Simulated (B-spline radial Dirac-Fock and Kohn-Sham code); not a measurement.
# Radiative decay of the 1s hole in Co⁸⁺

System: Co⁸⁺, [Ar] 3d1.

Input of the calculation (task.json; shells as n, l, electrons):

```json
{"items": [{
  "Z": 27,
  "q": 8,
  "cfg": [[1, 0, 2], [2, 0, 2], [2, 1, 6], [3, 0, 2], [3, 1, 6], [3, 2, 1]],
  "A": 59,
  "rrms": 3.7875,
  "do": ["binding", "quiet", "decay"],
  "holes": ["K", "L1", "L2", "L3", "M1", "M2", "M3"]
}]}
```

Launch: `python xray_run.py task.json out`

Model: a relativistic independent-particle model: LDA orbitals of the hole state, radiative multipoles to third order, Auger rates from the Coulomb interaction with a continuum orbital, Dirac-Fock energies. Program: a radial finite-basis atomic code.

| line | multipole | energy (eV) | rate (s⁻¹) | share (%) |
| --- | --- | --- | --- | --- |
| K-L2 | E1 | 6910.0 | 2.23e+14 | 29.3 |
| K-L3 | E1 | 6924.5 | 4.35e+14 | 57.3 |
| K-M2 | E1 | 7675.1 | 3.43e+13 | 4.51 |
| K-M3 | E1 | 7677.4 | 6.80e+13 | 8.94 |

The listed lines hold 100.0 % of the radiative rate. The radiative width is 0.500 eV in the length form and 0.517 eV in the velocity form; the two differ because the transition energies are not eigenvalue differences of the potential that gave the orbitals. Kα2/Kα1 is 0.511 and Kβ/Kα is 0.155.
